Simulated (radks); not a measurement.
Species: Ni4+. Configuration: [Ar] 3d6. All-electron calculation, scalar-relativistic Kohn-Sham, SCAN, spin-polarised, spherical densities, finite nucleus; open shells are filled with parallel spins first; meta-GGA in the generalised Kohn-Sham scheme; Fermi nuclear charge, rms radius 3.7757 fm. Program: a radial shooting solver on a logarithmic mesh with Libxc functionals. Some entries of the table are withheld. Estimate them.

| orbital | occ. | eigenvalue (eV) | r(max) (bohr) |
|---|---|---|---|
| 1s up | 1 | -8302.634 | 0.03541 |
| 1s down | 1 | -8302.628 | 0.03541 |
| 2s up | 1 | -1058.678 | 0.2043 |
| 2s down | 1 | -1054.949 | 0.2042 |
| 2p up | 3 | -917.7580 | 0.1651 |
| 2p down | 3 | -914.9867 | 0.1648 |
| 3s up | 1 | -179.8668 | 0.6353 |
| 3s down | 1 | -173.0121 | 0.6368 |
| 3p up | 3 | (1) | 0.6411 |
| 3p down | 3 | (2) | 0.6436 |
| 3d up | 5 | -71.2274 | (3) |
| 3d down | 1 | -64.3950 | (4) |

Answer. 
(1) 3p up eigenvalue (eV): -138.0358
(2) 3p down eigenvalue (eV): -131.2202
(3) 3d up r(max) (bohr): 0.6063
(4) 3d down r(max) (bohr): 0.6155
